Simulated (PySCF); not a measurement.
F3Si, SMILES F[Si](F)F, multiplicity 2. Geometry: PBE-D3(BJ)/def2-TZVP. The isomer is the one that the SMILES or the coordinates give; other isomers of the formula were not compared.

The numbers are results of PySCF with PBE-D3(BJ)/def2-TZVP, not measurements.

Harmonic wavenumbers (cm⁻¹): 269, 269, 380, 784, 910, 910. Rotational constants (GHz): 7.219, 7.219, 3.957; symmetry number 3.

Q: Work out the zero-point energy and the ideal-gas rigid-rotor harmonic-oscillator thermochemistry at 298.15 K and 1 atm.

A: ZPE = ½ Σ hcν = ½ × 3523 cm⁻¹ = 5.04 kcal/mol. H − E(el) = 8.31 kcal/mol. Entropy in cal/(mol K): translation 39.24, rotation 22.68, vibration 4.73, spin 1.38, total 68.02. G − E(el) = -11.97 kcal/mol. Cp = 14.57 cal/(mol K).
